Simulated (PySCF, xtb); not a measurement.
Cl2H4SSi2, SMILES Cl[SiH2]S[SiH2]Cl.

GFN2-xTB (xtb) at its own geometry gives an orbital gap of 4.51 eV and a dipole moment of 2.86 D.

Geometry optimised at r2SCAN-D4/def2-SVP. This is a generated structure with no PubChem entry under its InChIKey; it may be hypothetical. One conformer was computed; it need not be the lowest.

What does PBE/def2-TZVP (PySCF) give? (Estimate from the structure and the level; the computed values follow.)

gap 5.42 eV (levels -6.91 and -1.49 eV), dipole 0.12 D.
